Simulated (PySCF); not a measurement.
# Orbital picture of TcSe

PBE0 at R = 2.250 Å; Tc x2c-TZVPPall, Se x2c-TZVPPall; spin-free X2C with a Gaussian nucleus (PySCF 2.14). State: ⁶Σ⁺ (sextet), unpaired electrons σ ↑, π ↑↑, δ ↑↑. Only the outer orbitals are listed, counted within each symmetry.

```json
{"spin": "α", "orbital": "16σ", "occ.": "1", "ε (eV)": "-9.13", "on Tc (%)": "65", "main shells (%)": "64 Tc d, 30 Se p"}
{"spin": "α", "orbital": "8π", "occ.": "1", "ε (eV)": "-9.09", "on Tc (%)": "81", "main shells (%)": "81 Tc d, 18 Se p"}
{"spin": "α", "orbital": "8π", "occ.": "1", "ε (eV)": "-9.09", "on Tc (%)": "81", "main shells (%)": "81 Tc d, 18 Se p"}
{"spin": "α", "orbital": "3δ", "occ.": "1", "ε (eV)": "-8.72", "on Tc (%)": "100", "main shells (%)": "100 Tc d"}
{"spin": "α", "orbital": "3δ", "occ.": "1", "ε (eV)": "-8.71", "on Tc (%)": "100", "main shells (%)": "100 Tc d"}
{"spin": "α", "orbital": "17σ", "occ.": "1", "ε (eV)": "-6.85", "on Tc (%)": "75", "main shells (%)": "58 Tc s, 25 Se p, 16 Tc d"}
{"spin": "α", "orbital": "9π", "occ.": "1", "ε (eV)": "-5.90", "on Tc (%)": "26", "main shells (%)": "74 Se p, 17 Tc d, 9 Tc p"}
{"spin": "α", "orbital": "9π", "occ.": "1", "ε (eV)": "-5.90", "on Tc (%)": "26", "main shells (%)": "74 Se p, 17 Tc d, 9 Tc p"}
{"spin": "α", "orbital": "18σ", "occ.": "0", "ε (eV)": "-2.69", "on Tc (%)": "74", "main shells (%)": "32 Tc p, 31 Tc s, 26 Se p"}
{"spin": "α", "orbital": "10π", "occ.": "0", "ε (eV)": "-0.62", "on Tc (%)": "94", "main shells (%)": "88 Tc p"}
{"spin": "α", "orbital": "10π", "occ.": "0", "ε (eV)": "-0.62", "on Tc (%)": "94", "main shells (%)": "88 Tc p"}
{"spin": "β", "orbital": "16σ", "occ.": "1", "ε (eV)": "-7.97", "on Tc (%)": "31", "main shells (%)": "65 Se p, 22 Tc d"}
{"spin": "β", "orbital": "8π", "occ.": "1", "ε (eV)": "-6.76", "on Tc (%)": "35", "main shells (%)": "63 Se p, 33 Tc d"}
{"spin": "β", "orbital": "8π", "occ.": "1", "ε (eV)": "-6.76", "on Tc (%)": "35", "main shells (%)": "63 Se p, 33 Tc d"}
{"spin": "β", "orbital": "17σ", "occ.": "0", "ε (eV)": "-2.57", "on Tc (%)": "96", "main shells (%)": "58 Tc s, 38 Tc d"}
{"spin": "β", "orbital": "3δ", "occ.": "0", "ε (eV)": "-2.17", "on Tc (%)": "100", "main shells (%)": "100 Tc d"}
{"spin": "β", "orbital": "3δ", "occ.": "0", "ε (eV)": "-2.17", "on Tc (%)": "100", "main shells (%)": "100 Tc d"}
```

Question: Which are the highest filled and the lowest empty level, where do they sit, and how wide is the gap?

Answer: Highest filled α 9π at -5.90 eV (in %: 74 Se p, 17 Tc d, 9 Tc p); lowest empty α 18σ at -2.69 eV (in %: 32 Tc p, 31 Tc s, 26 Se p); the gap at PBE0 is 3.21 eV.

```json
{
  "bond order (Mayer)": "2.28",
  "⟨S²⟩": "8.788",
  "charge on Tc (Mulliken, basis-dependent)": "0.30",
  "charge on Tc (Löwdin, basis-dependent)": "-0.13",
  "dipole moment (positive dipole means Tc(−)Se(+))": "-4.66 D",
  "polarisability along the bond": "105.4 bohr³",
  "polarisability across the bond": "59.9 bohr³"
}
```

Spin–orbit coupling is left out. The state is the lowest single determinant that the PBE0 search found; with open d or f shells the true ground state can be another one.
